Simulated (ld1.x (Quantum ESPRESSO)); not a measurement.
Transferability test, ultrasoft potential for Au

| Property | Result |
| --- | --- |
| Element | gold (Au) |
| Generator | ld1.x (Quantum ESPRESSO) 7.5 |
| Type | ultrasoft |
| Functional | BP86 |
| Relativity | fully relativistic |
| Frozen core | [Xe] 4f14 |
| Valence charge | 11 |
| Reference configuration | 5d9 6s2 6p0 |
| Partial waves | 6s (bound): rcut 1.75, rcutus 2.35 bohr; 6s channel at 0.35 Ry: rcut 1.75, rcutus 2.35 bohr; 6p (bound, empty): rcut 2.00, rcutus 2.70 bohr; 6p channel at 0.55 Ry: rcut 2.00, rcutus 2.70 bohr; 5d (bound): rcut 1.05, rcutus 1.45 bohr; 5d channel at -0.05 Ry: rcut 1.05, rcutus 1.45 bohr |
| Local potential | all-electron potential smoothed inside 1.70 bohr (lloc = -1) |
| Core correction | none |
| Augmentation charge | PSQ, inside the norm-conserving radii |

Open shells are filled in proportion to 2j + 1 (rel_dist='average').

Energies are relative to the spin-unpolarised reference configuration 5d9 6s2 6p0; without spin polarisation the order of configurations can differ from experiment. The frozen-core shift is the all-electron ΔE with the core orbitals held at their reference shape minus the fully relaxed ΔE.

| valence configuration | charge | ΔE all-electron (eV) | error AE − PS (meV) | frozen-core shift (meV) |
| --- | --- | --- | --- | --- |
| 5d9 6s0 6p0 | +2 | 29.284 | +73 | +5.4 |
| 5d8 6s0 6p0 | +3 | 63.273 | +20 | +81 |
| 5d10 6s0.5 6p0 | +0.5 | 2.209 | +28 | +27 |
| 5d9 6s1 6p1 | 0 | 5.799 | +6.9 | +0.4 |
| 5d7 6s0 6p0 | +4 | 111.071 | -160 | +372 |

(1) What are ΔE and the potential's error for 5d10 6s0 6p0?

(2) What are ΔE and the potential's error for 5d10 6s1 6p0?

Note: ghost states, extra bound levels that the all-electron valence spectrum of the same l lacks: s at -72.9 eV, p3/2 at -2.67 eV. A true bound ghost makes a file unfit for plane-wave use.

Results:

(1) ΔE = 7.933 eV all-electron; the error (AE − PS) is +60 meV.

(2) ΔE = -1.662 eV all-electron; the error (AE − PS) is +11 meV.
